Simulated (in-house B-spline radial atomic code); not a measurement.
PBE hybrid excitations of Ba²⁺

Method: PBE hybrid with 0.1 exact exchange. Computed with a B-spline radial code for spherical atoms: linear response of the closed shell [Kr] 4d10 5s2 5p6 with the functional's adiabatic kernel; scalar-relativistic (spin-free one-electron X2C), finite nucleus, no spin-orbit coupling, no double excitations, S, P, D and F terms only; shells from n = 3 respond. Only terms of natural parity with L up to 3 were computed.

Spin-orbit coupling is strong here, so these LS terms don't match observed levels.

Command:
```bash
python run_td.py task.json out
```
Settings (radii: box in bohr, nucleus in fm):
```
Z                        56
electrons                54
configuration            [Kr] 4d10 5s2 5p6
hamiltonian              x2c
method                   pbeh
box_radius               29.48
exact_exchange_fraction  0.1
rms_radius               4.8378
intervals                73
```

Time taken, with all properties: 3.1 s on 1 thread of Intel(R) Xeon(R) Platinum 8559C (Emerald Rapids), with other jobs on the host.

The lowest states, in the order of their Tamm-Dancoff energies; the method's threshold (minus the highest occupied level) is 31.56 eV. Labels give the largest channel, * marks a mixed state, and oscillator strengths are full-response dipole values. Semilocal kernels can invert the small singlet-triplet splittings of Rydberg terms. Energies in eV:

```tsv
state	full response	Tamm-Dancoff	oscillator strength
5p → 5d 3P	16.818	16.880	-
5p → 5d 3F	?	?	-
5p → 5d 1F	?	?	-
5p → 6s 3P	18.596	18.603	-
5p → 6s 1P	18.898	18.913	0.422
5p → 4f 3D	19.757	19.811	-
5p → 6p 3S	21.642	21.656	-
5p → 6p 3D	21.967	21.973	-
```

Q: Where does 5p → 5d 1F lie?

A: At 18.330 eV in full response, 18.344 eV in Tamm-Dancoff.

Q: Where does 5p → 5d 3F lie?

A: At 17.059 eV in full response, 17.145 eV in Tamm-Dancoff.

Q: How large is the singlet-triplet splitting of 5p → 5d (F terms) in Tamm-Dancoff?

A: 1.2 eV, from the unrounded values.

Q: What polarisabilities and dispersion coefficient does the method give?

A: Dipole 10.73 bohr³, quadrupole 47.37 bohr⁵, C6 79.14 hartree·bohr⁶ for two such species.
